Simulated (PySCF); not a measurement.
## Dipole response of Sn⁻ (tin, charge -1)

[Kr] 4d10 5s2 5p3, high-spin 4S determinant. All numbers are calculated (PySCF 2.14, scalar relativity through the core potential, in aug-cc-pVTZ-PP with ECP28MDF (6s5p4d2f, 55 functions)). Coupled (time-dependent) response in atomic units; α is the mean over directions.

```tsv
method	mean α (bohr³)	C₆ (like pair)	S(−4)
UHF	159.7	2764	11200
```

S(−4) is the Cauchy moment in α(ω) = α(0) + S(−4) ω² + …

α(iu) at UHF:

```tsv
u (hartree)	α(iu) (bohr³)
0	159.7
0.0500	137.4
0.100	102.5
0.200	57.49
0.300	35.60
0.500	17.38
0.750	9.352
1.00	5.969
1.50	3.159
2.00	1.996
3.00	1.016
5.00	0.4081
```

A single London oscillator, α(iu) = α/(1 + u²/ω²), gives C₆ = (3/4) ω α². Matching the computed C₆ needs ω = 4 × 2764 / (3 × 159.7²) = 0.144 hartree.

For an ion, C₆ is the dispersion term alone; charge-induced terms of lower order in 1/R come first.

Energies and moments cover only the electrons outside the core potential.
